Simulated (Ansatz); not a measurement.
```yaml
crystal:
  periodic: [false, false, false]
  atoms:
    - {symbol: F, position_ang: [-0.152695, -0.088080, 1.721718]}
    - {symbol: Ti, position_ang: [-0.044897, -0.041853, 0.063711]}
    - {symbol: Br, position_ang: [1.724294, -1.455991, -0.552619]}
    - {symbol: Br, position_ang: [-1.886123, -0.669877, -1.106823]}
    - {symbol: Br, position_ang: [0.609183, 2.122321, -0.438470]}
basis:
  gaussian: {orbitals: cc-pVTZ-DK, point_charges: [{charge: -1.00, position_ang: [4.291, 0.658, 0.531]}]}
hamiltonian: {xc: {name: r2SCAN}, dispersion: d4, pseudopotentials: {relativity: scalar}}
```

```sh
$ ansatz run in.yaml --threads 4 --pin off --events-out ev --progress --plain --max-ram 11315MiB
```

Output, abridged:

```
Functional definition: r2SCAN
1767 factors; their error is unknown
mean field evaluation 1: about -238714.3901 eV, gradient 5.9e1 eV
mean field evaluation 2: about -238690.5580 eV, gradient 1.1e2 eV
mean field evaluation 4: about -238719.7392 eV, gradient 2.4e1 eV
mean field evaluation 8: about -238720.7678 eV, gradient 4.3e-1 eV
mean field evaluation 16: about -238720.7406 eV, gradient 2.6e-4 eV
mean field -238720.74063583 eV, -8772.8254076371 hartree, gradient 1.7e-5 eV, S^2 0.000000; 0 other end points of the search recorded, 0 dependent functions left out
reference -238720.74065461 eV, -8772.8254083272 hartree; 68, 68 occupied and 159, 159 virtual orbitals, 1767 factors
Total energy: -238720.78954933 eV, -8772.8272051749 hartree
Relativity: scalar
```

It took 5.5 s on 4 threads of an Intel Xeon Platinum 8488C on a shared host, with 0.53 GiB of host memory at the peak.
